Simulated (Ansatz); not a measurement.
GeC₂⁺. Charge 1, multiplicity 2. Geometry r2SCAN-D4/def2-TZVP, basis def2-TZVP, Ansatz.

```xyz
3

Ge    0.903   -0.509   -0.961
C    -1.059    0.333    0.344
C     0.155    0.176    0.616
```

```
run  HOMO (eV)  LUMO (eV)
  A     -14.31     -12.46
  B     -16.62     -10.14
  C     -14.24     -12.33
  D     -14.52     -11.79
  E     -15.32     -11.13
```

Another isomer (doublet) lies 0.03 eV lower at r2SCAN-D4/def2-TZVP; other spin states weren't run for this one.

HOMO and LUMO are taken over both spins.

Q: The runs used CAM-B3LYP, PBE, PBE0, r2SCAN, revPBE. Estimate which is which.

A: A PBE (0 % exact exchange); B CAM-B3LYP (range-separated); C revPBE (0 % exact exchange); D r2SCAN (0 % exact exchange); E PBE0 (25 % exact exchange). Exact exchange lowers occupied and raises empty levels; among semilocal functionals meta-GGAs tend to open the gap a little, and such runs are hard to tell apart. The gap grows from 1.85 eV (PBE) to 6.48 eV (CAM-B3LYP).
